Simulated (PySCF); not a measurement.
A structure optimised at PBE0-D3(BJ)/def2-SVP, used in a PySCF frequency run:

```xyz
12

Mg    -0.2983    -0.0077     0.0000
N     -2.2008    -0.0014     0.0000
C     -3.0101     0.0029    -1.1879
C     -3.0101     0.0029     1.1879
H     -3.6711     0.8950    -1.2523
H     -3.6801    -0.8825    -1.2520
H     -2.3932    -0.0005    -2.1041
H     -3.6801    -0.8825     1.2520
H     -3.6711     0.8950     1.2523
H     -2.3932    -0.0005     2.1041
Se     2.1306    -0.0409     0.0000
H      2.1551     1.4328     0.0000
```

Task: Write its SMILES, formula and point group.

Result: C[N](C)[Mg][SeH], C₂H₇MgNSe, Cs

Task: What are its rotational constants (standard atomic weights)?

Result: 9.2742, 0.71058, 0.66936 GHz
